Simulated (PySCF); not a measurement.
**How methods differ on the ionisation energy of Zr+**

Zr+ [Kr] 4d2 5s1 (4F) → Zr(2+) [Kr] 4d2 (3F), as a difference of total energies. Computed with PySCF 2.14 in aug-cc-pVDZ-PP with ECP28MDF, with a scalar-relativistic core potential. Correlated levels: valence: 4s2 4p6 frozen. The calculations carry no spin-orbit coupling.

Question: Order these methods by the ionisation energy they give, lowest first.
A. UHF
B. MP2 (valence)
C. PBE
D. M06-L

Answer: A (12.254 eV), D (12.301 eV), B (12.442 eV), C (13.385 eV).

The reference lies between the lowest fine-structure levels, while these numbers refer to the centres of the terms.

Errors of the correlated levels include the incompleteness of this basis and the frozen core.

For comparison: 13.13 eV (measured; NIST Atomic Spectra Database, ionization energies).
